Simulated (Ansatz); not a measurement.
Input (CCSDT(Q)/cc-pVDZ; Ansatz, a first-principles code):

Ansatz 0.2 input:
```yaml
crystal:
  periodic: [false, false, false]
  atoms:
    - {symbol: B, position_ang: [-0.40429093, 0.36614488, -0.34692570]}
    - {symbol: Br, position_ang: [1.35849320, -0.04490259, -1.02985011]}
    - {symbol: Br, position_ang: [-0.95526550, -0.32027938, 1.37586344]}
    - {symbol: N, position_ang: [-1.26842574, 1.14874601, -1.08844758]}
    - {symbol: H, position_ang: [-2.19315863, 1.38486110, -0.76813649]}
    - {symbol: H, position_ang: [-1.01937592, 1.52456128, -1.98856841]}
basis:
  gaussian:
    orbitals: cc-pVDZ
magnetization: {spin_polarized: false}
correlation: {method: ccsdt_q, electrons: outside_noble_gas}
```

Output:

```
Functional definition: HF
integrals: 0.17 GiB planned
1804 factors; integrals over basis functions are off by at most 2.2e-7 eV
mean field: 0.81 GiB planned
mean field evaluation 1: about -142183.1009 eV, gradient 2.8e1 eV
mean field evaluation 2: about -142183.1032 eV, gradient 2.8e1 eV
mean field evaluation 4: about -142185.1035 eV, gradient 2.4e0 eV
mean field evaluation 8: about -142185.1295 eV, gradient 1.0e-4 eV
mean field evaluation 16: about -142185.1266 eV, gradient 1.2e-1 eV
mean field -142185.12948876 eV, -5225.2071321695 hartree, gradient 1.5e-6 eV, S^2 0.000000; 0 other end points of the search recorded, 0 dependent functions left out
30 core orbitals not correlated
reference -142185.12948876 eV, -5225.2071321695 hartree; 12, 12 occupied and 50, 50 virtual orbitals, 1804 factors
second order -13.10138411 eV of doubles, -0.00000000 eV of singles
coupled cluster: 2.00 GiB planned
cycle   1  -13.62010822 eV  change   -5.2e-1 eV  update   9.8e-2
cycle   2  -14.12715163 eV  change   -5.1e-1 eV  update   4.2e-2
cycle   3  -14.40704747 eV  change   -2.8e-1 eV  update   2.1e-2
cycle   4  -14.37064127 eV  change    3.6e-2 eV  update   6.0e-3
cycle   5  -14.36473349 eV  change    5.9e-3 eV  update   2.8e-3
cycle   6  -14.36683664 eV  change   -2.1e-3 eV  update   1.0e-3
cycle   7  -14.36738010 eV  change   -5.4e-4 eV  update   3.5e-4
cycle   8  -14.36727562 eV  change    1.0e-4 eV  update   1.3e-4
cycle   9  -14.36722154 eV  change    5.4e-5 eV  update   5.5e-5
cycle  10  -14.36724152 eV  change   -2.0e-5 eV  update   2.2e-5
cycle  11  -14.36721607 eV  change    2.5e-5 eV  update   8.7e-6
cycle  12  -14.36723092 eV  change   -1.5e-5 eV  update   3.5e-6
cycle  13  -14.36723386 eV  change   -2.9e-6 eV  update   1.3e-6
cycle  14  -14.36723422 eV  change   -3.6e-7 eV  update   4.5e-7
perturbative correction -0.03070947 eV, -0.0011285524 hartree
Total energy: -142199.52743245 eV, -5225.7362468409 hartree
```
